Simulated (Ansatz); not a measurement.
Relaxation of CH₁₁NOSi₂ (16 atoms, charge 0, multiplicity 1), to a largest force component of 0.03 eV/Å in at most 50 steps.

These are results of RKS LDA/def2-SVP (Ansatz 0.2.0), not measurements.

```xyz
16
Properties=species:S:1:pos:R:3
Si 0.357 0.866 0.283
N 1.428 -1.972 -0.441
O -0.352 0.192 -1.085
C -1.233 0.898 -1.911
H 1.843 1.057 0.121
H -0.255 2.249 0.419
H 1.064 -2.002 0.516
Si -0.229 -0.247 2.151
H 0.737 -1.453 -1.011
H 2.301 -1.427 -0.421
H -1.912 1.573 -1.336
H -0.692 1.523 -2.662
H -1.869 0.175 -2.468
H 0.238 -1.678 2.244
H 0.312 0.494 3.351
H -1.736 -0.250 2.251
```

Where does it end, and by what steps?

It converged. The force dipped under the threshold on the way, but the program's further checks kept it going. After 18 steps the energy has fallen by 0.078 eV; H12 moved furthest, 0.79 Å.

| step | energy less start (eV) | largest force component (eV/Å) | accepted |
| --- | --- | --- | --- |
| 0 | 0.0000 | 0.869 | yes |
| 1 | -0.0414 | 0.450 | yes |
| 2 | -0.0495 | 0.178 | yes |
| 3 | -0.0433 | 0.357 | no |
| 4 | -0.0513 | 0.046 | yes |
| 5 | -0.0530 | 0.041 | yes |
| 6 | -0.0550 | 0.099 | yes |
| 7 | -0.0578 | 0.097 | yes |
| 8 | -0.0606 | 0.247 | yes |
| 9 | -0.0629 | 0.214 | yes |
| 10 | -0.0715 | 0.108 | yes |
| 11 | -0.0710 | 0.175 | no |
| 12 | -0.0733 | 0.014 | yes |
| 13 | -0.0754 | 0.156 | yes |
| 14 | -0.0767 | 0.126 | yes |
| 15 | -0.0775 | 0.082 | yes |
| 16 | -0.0766 | 0.083 | no |
| 17 | -0.0783 | 0.038 | yes |
| 18 | -0.0785 | 0.024 | yes |

```xyz
16
Properties=species:S:1:pos:R:3
Si 0.094 0.920 0.398
N 1.278 -1.895 -0.627
O -0.776 0.181 -0.835
C -1.040 0.862 -2.029
H 1.538 1.165 0.020
H -0.537 2.282 0.609
H 1.195 -2.125 0.373
Si -0.163 -0.292 2.366
H 0.410 -1.403 -0.902
H 2.052 -1.224 -0.720
H -1.456 1.884 -1.845
H -0.124 0.975 -2.660
H -1.790 0.288 -2.616
H 0.561 -1.614 2.349
H 0.386 0.536 3.502
H -1.627 -0.541 2.617
```

Whether the end is a true minimum wasn't checked by a vibrational analysis.

The run took 38 s on 4 threads of Arm Neoverse N1, with other jobs on the host, peak memory 0.18 GiB.
